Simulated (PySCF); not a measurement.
`InChI=1S/C3H4F2O3/c4-2-6-1-7-3(5)8-2/h2-3H,1H2/t2-,3-/m1/s1`

Geometry:
```json
{"atom": "F1", "x (Å)": "-0.612", "y (Å)": "2.513", "z (Å)": "-0.003"}
{"atom": "C2", "x (Å)": "-0.333", "y (Å)": "1.233", "z (Å)": "0.260"}
{"atom": "O3", "x (Å)": "0.985", "y (Å)": "1.012", "z (Å)": "-0.085"}
{"atom": "C4", "x (Å)": "1.295", "y (Å)": "-0.350", "z (Å)": "0.013"}
{"atom": "O5", "x (Å)": "0.425", "y (Å)": "-1.127", "z (Å)": "-0.781"}
{"atom": "C6", "x (Å)": "-0.881", "y (Å)": "-0.868", "z (Å)": "-0.493"}
{"atom": "F7", "x (Å)": "-1.172", "y (Å)": "-1.376", "z (Å)": "0.763"}
{"atom": "O8", "x (Å)": "-1.216", "y (Å)": "0.461", "z (Å)": "-0.505"}
{"atom": "H9", "x (Å)": "-0.509", "y (Å)": "1.060", "z (Å)": "1.343"}
{"atom": "H10", "x (Å)": "2.299", "y (Å)": "-0.483", "z (Å)": "-0.391"}
{"atom": "H11", "x (Å)": "1.240", "y (Å)": "-0.684", "z (Å)": "1.064"}
{"atom": "H12", "x (Å)": "-1.521", "y (Å)": "-1.393", "z (Å)": "-1.211"}
```

Level of theory: GIAO PBE0/pcSseg-1 magnetisability, rotational g tensor and spin-rotation constants, non-relativistic, gas phase (PySCF 2.14.0). Geometry: GFN2-xTB.

Q: Give the nuclear spin-rotation constants along the inertial axes (H = +C I·J) beside the isotropic shieldings.

A: Rotational constants 3.5703, 1.9826, 1.5142 GHz. A star marks the isotopologue with that one atom substituted, in its own axes.
```
atom  isotope  Caa (kHz)  Cbb (kHz)  Ccc (kHz)  mean (kHz)  σ (ppm)
  F1      19F      3.050      1.699      1.959       2.236    296.5
  F7      19F      3.698      2.222      1.509       2.476    288.1
  H9       1H     -0.321     -0.157      0.085      -0.131     25.0
 H10       1H     -0.390      0.131     -0.144      -0.134     26.3
 H11       1H     -0.330     -0.168      0.077      -0.141     25.8
 H12       1H     -0.175     -0.112     -0.022      -0.103     25.4
  C2     13C*      1.031      0.559      0.434       0.675     70.7
  O3     17O*     -0.620     -0.330     -0.175      -0.375    210.4
  C4     13C*      0.762      0.531      0.380       0.558     98.7
  O8     17O*     -0.675     -0.398     -0.227      -0.433    176.7
```
For the geometry as given, no vibrational averaging.

Q: How do the rotational constants and the g tensor change when H9, H10, H11, H12 are replaced by deuterium?

A: Constants 3.2280, 1.9102, 1.4515 GHz; g -0.0271, -0.0242, -0.0191, against -0.0298, -0.0250, -0.0199 before.
